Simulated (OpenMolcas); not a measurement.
Ag2+ among 6 point charges of -1.7 e arranged as an octahedron (Oh).

```
Program             : OpenMolcas
Method              : SS-CASPT2, IPEA 0.25 Eh, imaginary shift 0.1 Eh (closed shells correlated: 4s 4p)
Basis               : ANO-RCC-VDZP [6s5p3d1f]
Scalar Hamiltonian  : DKH2, point nucleus
Active space        : 9 electrons in 5 orbitals (4d)
State averaging     : 2S+1 = 2 even, 5 roots
Spin-orbit coupling : state interaction with AMFI integrals over the reference wave functions
```

All point charges move together. At R = 2.06 Å |10Dq| is 6575 cm-1, and at R = 2.31 Å it is 3947 cm-1.

Task: A third run gives 5343 cm-1. What distance was it run at?

Result: With a power law R^-n the two known points give n = -ln(3947 / 6575) / ln(2.31 / 2.06) = 4.46. Then R = 2.06 × (6575 / 5343)^(1/4.46) = 2.158 Å. The run was at 2.16 Å, so the estimate is off by -0.002 Å.

Roots that are degenerate in the reference are averaged as groups; the widest CASPT2 spread within a group is 12 cm-1 (the 2-fold group of multiplicity 2 near 0 cm-1 above the lowest state of its run, R = 2.31). Shifts and gaps below about the spread of the groups concerned are not significant. An orbital doublet at a regular site is open to a Jahn-Teller distortion, which this geometry leaves out. Free-ion shares, where given, are those of the reference states; single-state CASPT2 does not remix them. The ground term spreads over less than 5000 cm-1, several times less than with real ligands, so orbital moments are less quenched and χT lies further from the spin-only value than at real sites (holds for R = 2.31). This is an electrostatic model: the charges have no orbitals. No measured value stands beside these numbers.
